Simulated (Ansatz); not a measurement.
A calculation with Ansatz (development build ahead of 0.2.0).

```yaml
crystal:
  periodic: [false, false, false]
  atoms:
    - { symbol: H, position_ang: [1.7456, -0.0003, 7.0e-05] }
    - { symbol: H, position_ang: [1.41253, 1.02637, -0.00017] }
    - { symbol: H, position_ang: [0.53952, 1.65996, -0.00012] }
    - { symbol: H, position_ang: [-0.53924, 1.66019, 0.00018] }
    - { symbol: H, position_ang: [-1.41233, 1.02594, -7.0e-05] }
    - { symbol: H, position_ang: [-1.74582, 7.0e-05, 0.00011] }
    - { symbol: H, position_ang: [-1.41209, -1.02586, -3.0e-05] }
    - { symbol: H, position_ang: [-0.53921, -1.66001, 0.00011] }
    - { symbol: H, position_ang: [0.53927, -1.66004, -0.0003] }
    - { symbol: H, position_ang: [1.41218, -1.02635, -5.0e-05] }
basis:
  gaussian: { orbitals: def2-SVP }
total_charge: 1
magnetization:
  spin_polarized: true
  initial_magnetization: 1
hamiltonian:
  xc: hf
correlation:
  method: mp2
  frozen_orbitals: { H: 0 }
output:
  forces: true
```

The input is written out in the form of the current development build from the run's settings.

Output:

```yaml
Converged: yes
Reference_energy: -5.01130 hartree
Correlation_energy: -0.16083 hartree
Total_energy: -5.17213 hartree
Spin_squared_of_the_determinant: 0.851
Stability_test: minimum
```

Forces (eV/Å):
```
atom      Fx      Fy      Fz
  H1  -0.708  -3.107   0.000
  H2  -1.947   1.132   0.000
  H3   0.257  -0.586   0.000
  H4   1.693  -0.360  -0.001
  H5  -1.204  -2.790   0.001
  H6   0.708   3.100   0.000
  H7   1.943  -1.131   0.000
  H8  -0.257   0.587  -0.001
  H9  -1.692   0.358   0.001
 H10   1.207   2.798   0.000
```

Caution: bonds are stretched, where a single reference can fail; the unrestricted determinant is spin contaminated; the charge can sit on one fragment and break the point group; the determinant breaks the point group.
